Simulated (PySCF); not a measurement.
# Cs (caesium, neutral) across methods

[Xe] 6s1, 2S determinant. Computed with PySCF 2.14 in x2c-TZVPPall with one added diffuse shell each of s, p, d type (12s8p7d2f1g, 94 functions), with the spin-free X2C one-electron Hamiltonian (Gaussian nucleus).

```json
{"method": "B3LYP", "E (hartree)": "-7786.19", "mean ε 5p α (eV)": "-14.615", "mean ε 5p β (eV)": "-14.566", "mean ε 6s α (eV)": "-2.591", "Σ⟨r²⟩ (bohr²)": "87.27", "⟨S²⟩": "0.750"}
{"method": "LC-wPBE", "E (hartree)": "-7785.62", "mean ε 5p α (eV)": "-17.960", "mean ε 5p β (eV)": "-17.915", "mean ε 6s α (eV)": "-3.809", "Σ⟨r²⟩ (bohr²)": "89.79", "⟨S²⟩": "0.750"}
{"method": "UHF", "E (hartree)": "-7783.06498", "mean ε 5p α (eV)": "-18.555", "mean ε 5p β (eV)": "-18.516", "mean ε 6s α (eV)": "-3.493", "Σ⟨r²⟩ (bohr²)": "93.77", "⟨S²⟩": "0.751"}
{"method": "r2SCAN", "E (hartree)": "-7786.10", "mean ε 5p α (eV)": "-14.020", "mean ε 5p β (eV)": "-13.978", "mean ε 6s α (eV)": "-2.323", "Σ⟨r²⟩ (bohr²)": "88.36", "⟨S²⟩": "0.751"}
{"method": "PBE0", "E (hartree)": "-7785.75", "mean ε 5p α (eV)": "-15.029", "mean ε 5p β (eV)": "-14.952", "mean ε 6s α (eV)": "-2.652", "Σ⟨r²⟩ (bohr²)": "88.26", "⟨S²⟩": "0.750"}
{"method": "LDA", "E (hartree)": "-7779.24", "mean ε 5p α (eV)": "-13.601", "mean ε 5p β (eV)": "-13.530", "mean ε 6s α (eV)": "-2.385", "Σ⟨r²⟩ (bohr²)": "85.84", "⟨S²⟩": "0.750"}
{"method": "M06-2X", "E (hartree)": "-7786.78", "mean ε 5p α (eV)": "-16.356", "mean ε 5p β (eV)": "-16.343", "mean ε 6s α (eV)": "-3.166", "Σ⟨r²⟩ (bohr²)": "86.33", "⟨S²⟩": "0.750"}
{"method": "PBE", "E (hartree)": "-7785.67", "mean ε 5p α (eV)": "-13.520", "mean ε 5p β (eV)": "-13.432", "mean ε 6s α (eV)": "-2.256", "Σ⟨r²⟩ (bohr²)": "87.59", "⟨S²⟩": "0.750"}
```

Spin-orbit coupling, which splits the p, d and f shells strongly at this Z, is absent.
